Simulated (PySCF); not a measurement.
BrClFHOSi, SMILES O[Si](F)(Cl)Br. Atoms are numbered in the order given.

```xyz
6

O     -1.6475    -1.1562    -0.4880
Si    -0.2753    -0.6024     0.2069
F     -0.3308    -0.7838     1.8072
Cl     1.2759    -1.7107    -0.5074
Br     0.0219     1.5553    -0.1775
H     -2.4447    -0.6159    -0.4184
```
Charge 0, spin multiplicity 1.

Geometry optimised at B3LYP-D3(BJ)/def2-SVP. The structure was generated by enumeration, and PubChem lists no compound with its InChIKey, so it may never have been made. The values are those of a single conformer.

Two levels are set side by side: PBE/pcSseg-1 (PySCF) and KT2/pcSseg-1 (PySCF). GIAO shifts against CFCl3 (¹⁹F), H2O (¹⁷O), HCl (³⁵Cl), TMS (²⁹Si), TMS (¹H) at the same level; non-relativistic, no solvent, atoms listed together averaged. Without spin–orbit terms, shifts of atoms bonded to Cl or Br come out too high at both levels. Differences are taken from unrounded values.

```csv
quantity,KT2,PBE,PBE minus KT2
δ(¹⁷O) of O1 (ppm),106.1,108.8,2.7
δ(²⁹Si) of Si2 (ppm),-17.9,-20.0,-2.2
δ(¹⁹F) of F3 (ppm),-109.7,-104.1,5.6
δ(³⁵Cl) of Cl4 (ppm),119.9,120.4,0.4
δ(¹H) of H6 (ppm),3.33,3.27,-0.06
```

Rough cost on one machine, each run with all the roots and properties that it gave: KT2 against PBE within a factor of 2.
